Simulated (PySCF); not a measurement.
## Group charges in `C[C@@H]1CCN([SiH](P)P)C1`

C₅H₁₅NP₂Si.
Numbering: `[CH3:1][C@@H:2]1[CH2:3][CH2:4][N:5]([SiH:6]([PH2:7])[PH2:8])[CH2:9]1` (hydrogens: H10, H11, H12 on C1; H13 on C2; H14, H15 on C3; H16, H17 on C4; H18 on Si6; H19, H20 on P7; H21, H22 on P8; H23, H24 on C9)

Structure used (GFN2-xTB), in Å, numbered top down from 1:
```
atom  x, y, z in Å
C1    -2.912   -1.122   -0.363
C2    -1.982   -0.019    0.119
C3    -1.543    0.943   -0.991
C4    -0.238    1.501   -0.436
N5     0.376    0.352    0.188
Si6    2.047    0.086    0.386
P7     2.337   -2.152    0.409
P8     3.046    1.192   -1.308
C9    -0.649   -0.553    0.670
H10   -3.164   -1.790    0.458
H11   -3.833   -0.697   -0.757
H12   -2.436   -1.706   -1.148
H13   -2.487    0.555    0.902
H14   -2.280    1.717   -1.194
H15   -1.346    0.388   -1.908
H16    0.423    1.911   -1.204
H17   -0.440    2.288    0.304
H18    2.548    0.542    1.707
H19    2.377   -2.297   -0.967
H20    3.714   -2.078    0.488
H21    4.317    0.753   -0.987
H22    3.208    2.363   -0.591
H23   -0.440   -1.564    0.300
H24   -0.655   -0.596    1.764
```

Atomic charges (e) from the PBE0/pcSseg-1 density (PySCF):

```
atom  Mulliken      IAO  Hirshfeld  ESP-fitted
  C1   -0.1861  -0.4163    -0.1162     -0.6541
  C2   -0.4563  -0.1020    -0.0182     +0.4863
  C3   -0.1401  -0.2640    -0.0725     -0.2747
  C4   +0.0432  -0.1402    -0.0273     -0.0419
  N5   -0.8495  -0.5253    -0.1830     -0.1489
 Si6   +0.5705  +0.6896    +0.2804     +0.4297
  P7   -0.2537  -0.1153    -0.0212     -0.4016
  P8   -0.2637  -0.1232    -0.0249     -0.4206
  C9   +0.1581  -0.1511    -0.0277     -0.2782
 H10   +0.1178  +0.1408    +0.0417     +0.1471
 H11   +0.1164  +0.1409    +0.0415     +0.1464
 H12   +0.1077  +0.1363    +0.0400     +0.1716
 H13   +0.1210  +0.1290    +0.0364     -0.0306
 H14   +0.1194  +0.1378    +0.0425     +0.0800
 H15   +0.1127  +0.1333    +0.0383     +0.0758
 H16   +0.1456  +0.1327    +0.0304     +0.1002
 H17   +0.1049  +0.1130    +0.0271     +0.0312
 H18   -0.0622  -0.1559    -0.0997     -0.1245
 H19   +0.0599  -0.0038    -0.0119     +0.1355
 H20   +0.0614  -0.0026    -0.0109     +0.1322
 H21   +0.0619  -0.0009    -0.0110     +0.1232
 H22   +0.0630  -0.0003    -0.0100     +0.1209
 H23   +0.1312  +0.1228    +0.0246     +0.1142
 H24   +0.1168  +0.1248    +0.0311     +0.0808
```

Q: Cut each of the bonds C1–C2, Si6–N5, P7–Si6 and P8–Si6 in turn and sum the charges on the side of the atom named first.

A: In e; the other side holds the opposite charge:

```tsv
bond cut	piece	atoms	Mulliken	IAO	Hirshfeld	ESP-fitted
C1–C2	CH3	4	+0.156	+0.002	+0.007	-0.189
Si6–N5	SiP2H5	8	+0.237	+0.288	+0.091	-0.005
P7–Si6	PH2	3	-0.132	-0.122	-0.044	-0.134
P8–Si6	PH2	3	-0.139	-0.124	-0.046	-0.176
```

Extremes among these pieces. Mulliken: lowest PH2 at P8, highest SiP2H5 at Si6; IAO: lowest PH2 at P8, highest SiP2H5 at Si6; Hirshfeld: lowest PH2 at P8, highest SiP2H5 at Si6; ESP-fitted: lowest CH3 at C1, highest SiP2H5 at Si6.

Q: Do the schemes agree better on the pieces than on the single atoms at the cuts?

A: The spread between schemes averages 0.215 e for the pieces and 0.431 e for the atoms named first; it is smaller for the piece at 4 of the 4 cuts. On average they agree better on the pieces. The sign differs between schemes (beyond ±0.03 e) for CH3 at C1.

The structure is a single GFN2-xTB conformer in the gas phase; no vibrational or solvent corrections.
